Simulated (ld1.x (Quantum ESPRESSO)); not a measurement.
# Transferability test, TM potential for I

| Property | Result |
| --- | --- |
| Element | iodine (I) |
| Generator | ld1.x (Quantum ESPRESSO) 7.5 |
| Type | norm-conserving Troullier–Martins (Kleinman–Bylander form) |
| Functional | PBE |
| Relativity | scalar-relativistic |
| Frozen core | [Kr] 4d10 |
| Valence charge | 7 |
| Reference configuration | 5s2 5p5 |
| Partial waves | 5p (bound): rc 1.90 bohr; 5s (bound): rc 1.30 bohr |
| Local potential | the s channel |
| Core correction | none |

Energies are relative to the spin-unpolarised reference configuration 5s2 5p5; without spin polarisation the order of configurations can differ from experiment.

```csv
valence configuration,charge,ΔE all-electron (eV),error AE − PS (meV)
5s2 5p4,+1,11.131,-3.6
5s2 5p3,+2,30.977,-7.9
5s2 5p2,+3,60.305,+2.4
5s2 5p4.5,+0.5,4.532,-1.4
5s2 5p1,+4,99.731,+75
5s1 5p5,+1,22.111,+6.3
```

What are ΔE and the potential's error for 5s1 5p6?

ΔE = 10.414 eV all-electron; the error (AE − PS) is +17 meV.
